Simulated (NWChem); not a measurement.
System meant: C$_{4}$H$_{5}$Cl; SMILES C=C=CCCl

Here is an NWChem input.

```
start job
memory heap 200 mb stack 900 mb global 1100 mb
geometry units angstroms noautoz
  C      0.521901    -2.840805     0.174211
  C     -0.014245    -1.700608    -0.169508
  C     -0.557916    -0.555684    -0.503331
  C     -0.708389     0.586236     0.453797
  Cl     0.286443     2.037871    -0.065472
  H      1.588113    -3.024471     0.055559
  H     -0.074728    -3.651185     0.588859
  H     -0.926975    -0.402298    -1.516891
  H     -1.737377     0.949626     0.493700
  H     -0.371781     0.321752     1.456001
end
basis spherical
  C library def2-svp
  Cl library def2-svp
  H library def2-svp
end
dft
  odft
  mult 2
  xc pbe0
  iterations 150
  mulliken
end
task dft energy
```

End of the output:

```
 ==============================================================================
                                 internuclear angles
 ------------------------------------------------------------------------------
        center 1       |       center 2       |       center 3       |  degrees
 ------------------------------------------------------------------------------
    2 C                |   1 C                |   6 H                |   121.39
    2 C                |   1 C                |   7 H                |   121.69
    6 H                |   1 C                |   7 H                |   116.93
    1 C                |   2 C                |   3 C                |   179.45
    2 C                |   3 C                |   4 C                |   123.02
    2 C                |   3 C                |   8 H                |   120.03
    4 C                |   3 C                |   8 H                |   116.95
    3 C                |   4 C                |   5 Cl               |   111.59
    3 C                |   4 C                |   9 H                |   111.83
    3 C                |   4 C                |  10 H                |   111.82
    5 Cl               |   4 C                |   9 H                |   104.95
    5 Cl               |   4 C                |  10 H                |   106.55
    9 H                |   4 C                |  10 H                |   109.77
 ------------------------------------------------------------------------------
                            number of included internuclear angles:         13
 ==============================================================================

 Summary of "ao basis" -> "" (spherical)
 ------------------------------------------------------------------------------
       Tag                 Description            Shells   Functions and Types
 ---------------- ------------------------------  ------  ---------------------
 C                          def2-svp                 6       14   3s2p1d
 Cl                         def2-svp                 8       18   4s3p1d
 H                          def2-svp                 3        5   2s1p

                                 NWChem DFT Module
                                 -----------------

 Summary of "ao basis" -> "ao basis" (spherical)
 ------------------------------------------------------------------------------
       Tag                 Description            Shells   Functions and Types
 ---------------- ------------------------------  ------  ---------------------
 C                          def2-svp                 6       14   3s2p1d
 Cl                         def2-svp                 8       18   4s3p1d
 H                          def2-svp                 3        5   2s1p

  number of electrons :                   46
  multiplicity        :                    2
 ------------------------------------------------------------------------
  no. of electrons and multiplicity not compatible                  46
 ------------------------------------------------------------------------
 ------------------------------------------------------------------------
  current input line :
    27: task dft energy
 ------------------------------------------------------------------------
 ------------------------------------------------------------------------
 There is an error in the input file
 ------------------------------------------------------------------------
 For more information see the NWChem manual at https://nwchemgit.github.io

0: no. of electrons and multiplicity not compatible:Received an Error in Communication
```

Q: Find the fault in this run and fix the input.

A: The input was rejected before any calculation. Cause: the multiplicity doesn't fit the number of electrons (an even count wants an odd multiplicity, and the reverse). This input runs:
```
start job
memory heap 200 mb stack 900 mb global 1100 mb
geometry units angstroms noautoz
  C      0.521901    -2.840805     0.174211
  C     -0.014245    -1.700608    -0.169508
  C     -0.557916    -0.555684    -0.503331
  C     -0.708389     0.586236     0.453797
  Cl     0.286443     2.037871    -0.065472
  H      1.588113    -3.024471     0.055559
  H     -0.074728    -3.651185     0.588859
  H     -0.926975    -0.402298    -1.516891
  H     -1.737377     0.949626     0.493700
  H     -0.371781     0.321752     1.456001
end
basis spherical
  C library def2-svp
  Cl library def2-svp
  H library def2-svp
end
dft
  xc pbe0
  iterations 150
  mulliken
end
task dft energy
```
It converges to -614.96650 Ha (PBE0/def2-SVP).
